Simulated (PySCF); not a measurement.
A PySCF script (with the pyscf-properties extension) for the NMR shieldings of `C=CP(C#CC)C(C)C`, C₈H₁₃P, on a GFN2-xTB geometry:

```python
import basis_set_exchange as bse
import numpy as np
from pyscf import gto, dft
from pyscf.prop import nmr

atoms = """
C     1.431436    2.490074   -0.230266
C     0.246848    2.167192    0.263027
P    -0.163554    0.594072    1.087332
C     1.169122   -0.396459    0.489160
C     2.090569   -1.128695    0.227733
C     3.187873   -1.987274   -0.159447
C    -1.477696   -0.012317   -0.130117
C    -1.728442   -1.495517    0.116653
C    -2.763881    0.786525    0.047177
H     2.249455    1.787836   -0.232440
H     1.629508    3.463040   -0.652784
H    -0.554720    2.897488    0.284148
H     4.102606   -1.402374   -0.256612
H     2.972628   -2.465661   -1.115412
H     3.340774   -2.757685    0.596539
H    -1.091524    0.128894   -1.147343
H    -2.102901   -1.652779    1.126984
H    -0.808622   -2.065613    0.000032
H    -2.466008   -1.878773   -0.587275
H    -2.614632    1.838412   -0.187487
H    -3.120241    0.708335    1.073440
H    -3.539010    0.400666   -0.613891
"""
names = dict.fromkeys(["C", "P", "H"], "pcSseg-1")
basis = {el: gto.basis.parse(bse.get_basis(n, elements=[el], fmt="nwchem")) for el, n in names.items()}
mol = gto.M(atom=atoms, basis=basis, charge=0, verbose=0)
mf = dft.RKS(mol, xc="PBE0")
mf.grids.level = 2
mf.grids.alignment = dft.numint.BLKSIZE   # the property module wants whole blocks of grid points
mf.conv_tol = 1e-9
mf.kernel()

calc = nmr.RKS(mf)   # GIAO
C = mf.mo_coeff
Co = C[:, mf.mo_occ > 0]
resp = mf.gen_response(singlet=True, hermi=2)
def vind(x):   # induced exchange potential for any number of trial vectors
    d = np.einsum("pi,xij,qj->xpq", C, 2 * x.reshape(-1, C.shape[1], Co.shape[1]), Co, optimize=True)
    return np.einsum("xpq,pi,qj->xij", resp(d - d.transpose(0, 2, 1)), C, Co, optimize=True).ravel()
mo1, _ = nmr.rhf.solve_mo1(calc, with_cphf=vind)
sigma = calc.kernel(mo1)
for i, s in enumerate(sigma):   # ppm
    print("%2d %-2s %9.2f" % (i, mol.atom_pure_symbol(i), np.trace(s) / 3))
```

**Question.** Give the expected output.

**Answer.** 
```
 0 C      56.75
 1 C      42.40
 2 P     360.98
 3 C     103.71
 4 C      71.31
 5 C     180.67
 6 C     147.70
 7 C     163.45
 8 C     165.62
 9 H      25.39
10 H      25.63
11 H      25.08
12 H      29.49
13 H      29.47
14 H      29.47
15 H      29.79
16 H      30.86
17 H      29.78
18 H      30.54
19 H      30.32
20 H      30.79
21 H      30.44
```

These numbers come from an equivalent density-fitted implementation of the same equations, which agrees with the script to about 0.01 ppm for H and up to a few tenths of a ppm for heavy atoms, so last digits may differ.

Size and cost of the density-fitted run: 225 basis functions, about 2 core-minutes.
